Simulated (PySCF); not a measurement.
Compound: C4H2FO2S (doublet state).
Cartesian coordinates in Å at the GFN2-xTB level; atoms count from 1:
```xyz
10
C4H2FO2S angstrom
C     -1.7526   -0.5879    0.0147
C     -0.4635   -0.1614    0.0008
O      0.6172   -0.9993   -0.2252
C      1.7473   -0.2748   -0.1738
S      3.2417   -0.8497   -0.3818
O      1.4557    1.0219    0.0791
C      0.1191    1.0989    0.1866
F     -0.4321    2.2653    0.4370
H     -2.5431    0.1122    0.1960
H     -1.9809   -1.6206   -0.1558
```

The hyperfine couplings belong to this conformer and change with its torsions.

Identity: `[CH2]c1oc(=S)oc1F` [radical].

The calculation used UKS B3LYP, pcH-1 on C F H O S, non-relativistic, mean-field spin-orbit, GIAO (PySCF 2.14.0). Geometry: GFN2-xTB; no solvent, vibrations or thermal averaging. Couplings are sensitive to structure, and on GFN2-xTB geometries they can be far from those on DFT ones. The SCF solution wasn't tested for stability. ⟨S²⟩ is 0.773 where a pure state has 0.75.

(1) Match the computed a_iso(13C) values +62.9, -53.2, +49.6, -2.0 MHz with the sites C1; C2; C4; C7.

(2) Match the computed a_iso(17O) values -7.9, +3.9 MHz with the sites O3; O6.

(3) Match the computed a_iso(1H) values -40.1, -38.0 MHz with the sites H9; H10.

Answers

(1) 
```tsv
site	a_iso (MHz)	ρ(0) (bohr⁻³)	position	distance from C1 (Å)	spin population	largest |T| (MHz)
C1	+49.6	+0.0442	largest spin population	0.00	+0.65	96.1
C2	-53.2	-0.0473	1 bond from C1	1.36	-0.21	26.3
C4	-2.0	-0.0018	2 bonds from C7	3.52	-0.01	1.4
C7	+62.9	+0.0559	a main spin site	2.53	+0.51	109.7
```

(2) 
| site | a_iso (MHz) | ρ(0) (bohr⁻³) | position | distance from C1 (Å) | spin population | largest \|T\| (MHz) |
| --- | --- | --- | --- | --- | --- | --- |
| O3 | +3.9 | -0.0065 | 2 bonds from C7 | 2.42 | -0.01 | 7.7 |
| O6 | -7.9 | +0.0130 | 1 bond from C7 | 3.59 | +0.03 | 25.2 |

(3) 
```tsv
site	a_iso (MHz)	ρ(0) (bohr⁻³)	position	distance from C1 (Å)	bound to	spin population there	largest |T| (MHz)
H9	-38.0	-0.0085	1 bond from C1	1.07	C1	+0.65	22.0
H10	-40.1	-0.0090	1 bond from C1	1.07	C1	+0.65	23.9
```

ρ(0) is the spin density at the nucleus and T the dipolar tensor; a_iso includes a spin–orbit part. Largest spin populations (Mulliken): C1 (+0.65), C7 (+0.51), C2 (-0.21) and S5 (+0.07). The positive populations add up to 1.29 and the negative ones to -0.29, together 2S = 1. The angles at C1 add up to 360.0°, so it is planar. Main spin sites, with 60 % or more of the largest population: C1, C7; positions count bonds from the nearest.

β density exceeds α density at some nuclei, such as C2 (-0.0473), H10 (-0.0090) and H9 (-0.0085), spin density in bohr⁻³. In a single determinant that takes different orbitals for the two spins, that is spin polarisation.

H9 and H10 aren't averaged: C1 is flat or nearly so (angle sum 360°), and its turn about the short C1–C2 bond (1.36 Å) is taken as slow.
